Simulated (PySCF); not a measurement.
C5H6Si, SMILES C#C[SiH](C)C#C. Atoms are numbered in the order given.

```xyz
12

Si     0.4709    -0.3873     0.0000
C     -0.4521    -2.0273     0.0000
C      0.0310     0.5901    -1.4986
C     -0.2686     1.2201    -2.5101
C      0.0310     0.5901     1.4986
C     -0.2686     1.2201     2.5101
H      1.9572    -0.6088     0.0000
H     -0.1881    -2.6167    -0.9008
H     -1.5462    -1.8534     0.0000
H     -0.1881    -2.6167     0.9008
H     -0.5315     1.7791    -3.3989
H     -0.5315     1.7791     3.3989
```

Coordinates come from a PBE-D3(BJ)/def2-SVP optimisation.

All values below come from PySCF with PBE-D3(BJ)/def2-SVP.

Frequencies are harmonic and unscaled.

List the normal modes with their intensities. (The exact figures need the calculation; the answer reports its results.)


```json
[
 {"mode": "1", "ν (cm⁻¹)": "91", "IR (km/mol)": "0.7", "moving atoms (share of kinetic energy)": "C 71 %, H 18 %, Si 11 %"},
 {"mode": "2", "ν (cm⁻¹)": "134", "IR (km/mol)": "2.8", "moving atoms (share of kinetic energy)": "C 57 %, H 24 %, Si 19 %"},
 {"mode": "3", "ν (cm⁻¹)": "135", "IR (km/mol)": "0.1", "moving atoms (share of kinetic energy)": "C 64 %, H 30 %"},
 {"mode": "4", "ν (cm⁻¹)": "159", "IR (km/mol)": "0.0", "moving atoms (share of kinetic energy)": "H 95 %"},
 {"mode": "5", "ν (cm⁻¹)": "237", "IR (km/mol)": "2.1", "moving atoms (share of kinetic energy)": "C 79 %, H 20 %"},
 {"mode": "6", "ν (cm⁻¹)": "300", "IR (km/mol)": "4.9", "moving atoms (share of kinetic energy)": "C 80 %, H 18 %"},
 {"mode": "7", "ν (cm⁻¹)": "344", "IR (km/mol)": "27.4", "moving atoms (share of kinetic energy)": "C 63 %, H 22 %, Si 15 %"},
 {"mode": "8", "ν (cm⁻¹)": "381", "IR (km/mol)": "29.4", "moving atoms (share of kinetic energy)": "C 87 %"},
 {"mode": "9", "ν (cm⁻¹)": "562", "IR (km/mol)": "23.9", "moving atoms (share of kinetic energy)": "C 66 %, Si 22 %, H 12 %"},
 {"mode": "10", "ν (cm⁻¹)": "639", "IR (km/mol)": "47.2", "moving atoms (share of kinetic energy)": "C 46 %, Si 38 %, H 16 %"},
 {"mode": "11", "ν (cm⁻¹)": "669", "IR (km/mol)": "15.0", "moving atoms (share of kinetic energy)": "H 67 %, C 24 %, Si 9 %"},
 {"mode": "12", "ν (cm⁻¹)": "694", "IR (km/mol)": "47.0", "moving atoms (share of kinetic energy)": "H 74 %, C 24 %"},
 {"mode": "13", "ν (cm⁻¹)": "694", "IR (km/mol)": "0.0", "moving atoms (share of kinetic energy)": "H 76 %, C 24 %"},
 {"mode": "14", "ν (cm⁻¹)": "700", "IR (km/mol)": "19.6", "moving atoms (share of kinetic energy)": "H 76 %, C 24 %"},
 {"mode": "15", "ν (cm⁻¹)": "701", "IR (km/mol)": "35.1", "moving atoms (share of kinetic energy)": "H 76 %, C 23 %"},
 {"mode": "16", "ν (cm⁻¹)": "726", "IR (km/mol)": "116.5", "moving atoms (share of kinetic energy)": "Si 39 %, C 31 %, H 29 %"},
 {"mode": "17", "ν (cm⁻¹)": "741", "IR (km/mol)": "2.5", "moving atoms (share of kinetic energy)": "H 85 %, C 14 %"},
 {"mode": "18", "ν (cm⁻¹)": "828", "IR (km/mol)": "272.4", "moving atoms (share of kinetic energy)": "H 69 %, Si 19 %, C 13 %"},
 {"mode": "19", "ν (cm⁻¹)": "863", "IR (km/mol)": "106.4", "moving atoms (share of kinetic energy)": "H 79 %, C 13 %"},
 {"mode": "20", "ν (cm⁻¹)": "1212", "IR (km/mol)": "14.6", "moving atoms (share of kinetic energy)": "H 79 %, C 21 %"},
 {"mode": "21", "ν (cm⁻¹)": "1377", "IR (km/mol)": "3.9", "moving atoms (share of kinetic energy)": "H 96 %"},
 {"mode": "22", "ν (cm⁻¹)": "1381", "IR (km/mol)": "1.6", "moving atoms (share of kinetic energy)": "H 96 %"},
 {"mode": "23", "ν (cm⁻¹)": "2086", "IR (km/mol)": "44.8", "moving atoms (share of kinetic energy)": "C 90 %, H 9 %"},
 {"mode": "24", "ν (cm⁻¹)": "2087", "IR (km/mol)": "20.6", "moving atoms (share of kinetic energy)": "C 90 %, H 10 %"},
 {"mode": "25", "ν (cm⁻¹)": "2169", "IR (km/mol)": "90.9", "moving atoms (share of kinetic energy)": "H 97 %"},
 {"mode": "26", "ν (cm⁻¹)": "2982", "IR (km/mol)": "1.4", "moving atoms (share of kinetic energy)": "H 97 %"},
 {"mode": "27", "ν (cm⁻¹)": "3087", "IR (km/mol)": "1.8", "moving atoms (share of kinetic energy)": "H 91 %, C 9 %"},
 {"mode": "28", "ν (cm⁻¹)": "3091", "IR (km/mol)": "1.0", "moving atoms (share of kinetic energy)": "H 91 %, C 9 %"},
 {"mode": "29", "ν (cm⁻¹)": "3390", "IR (km/mol)": "69.7", "moving atoms (share of kinetic energy)": "H 86 %, C 14 %"},
 {"mode": "30", "ν (cm⁻¹)": "3391", "IR (km/mol)": "29.8", "moving atoms (share of kinetic energy)": "H 86 %, C 14 %"}
]
```
